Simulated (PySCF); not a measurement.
Delta-SCF ions had no search for a lower state. 

# H4Sn, SMILES `[SnH4]` (charge 0, multiplicity 1)

All values below come from PBE0-D4/def2-TZVP in PySCF.

```yaml
HOMO: -9.16 eV
dipole_moment: 0.00 D
LUMO: 0.68 eV
HOMO–LUMO gap: 9.85 eV
vertical ionisation energy (Delta-SCF): 11.51 eV
total_energy: -216.6663 Ha
cost: about 17 core-seconds (a rough figure)
```

```xyz
5

Sn     0.0000     0.0003    -0.0001
H      1.2732    -1.1235    -0.1362
H      0.6191     1.5809    -0.1462
H     -1.1391    -0.2811    -1.2353
H     -0.7533    -0.1766     1.5178
```
Charge 0, spin multiplicity 1.
